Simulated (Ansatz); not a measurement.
`[InH2][B]1CO1`. Total charge 0; spin multiplicity 1. In: def2 effective core potential. All single points use the PBE0-D4/def2-TZVP geometry.

```xyz
8

In    0.108    1.462    1.308
B     0.108   -0.313   -0.043
C    -0.217   -1.160   -1.273
O     0.600   -1.554   -0.103
H     1.299    2.701    1.155
H    -1.120    1.677    2.500
H    -1.141   -1.725   -1.355
H     0.362   -1.089   -2.190
```

(1) What is the dipole moment at ωB97M-V/def2-TZVPP? (Best estimate.)

(2) And with PBE, r2SCAN, B3LYP? (Best estimate.)

(3) Give the Mulliken charges with ωB97M-V, PBE, r2SCAN in def2-TZVPP. (Estimate.)

Answers

(1) Ansatz gave: 1.09 D, with components (-0.63, 0.60, -0.67) D in this frame, pointing from negative to positive charge.

(2) The calculation gave: PBE 0.97 D, r2SCAN 1.03 D, B3LYP 1.10 D.

(3) Computed: 
```tsv
atom	ωB97M-V	PBE	r2SCAN
In1	0.24	0.36	0.40
B2	0.13	-0.01	0.04
C3	-0.16	-0.12	-0.06
O4	-0.26	-0.18	-0.25
H5	-0.10	-0.13	-0.14
H6	-0.10	-0.13	-0.14
H7	0.12	0.10	0.08
H8	0.12	0.10	0.08
```

B3LYP here is the variant with VWN-RPA as its local correlation; programs differ in this.
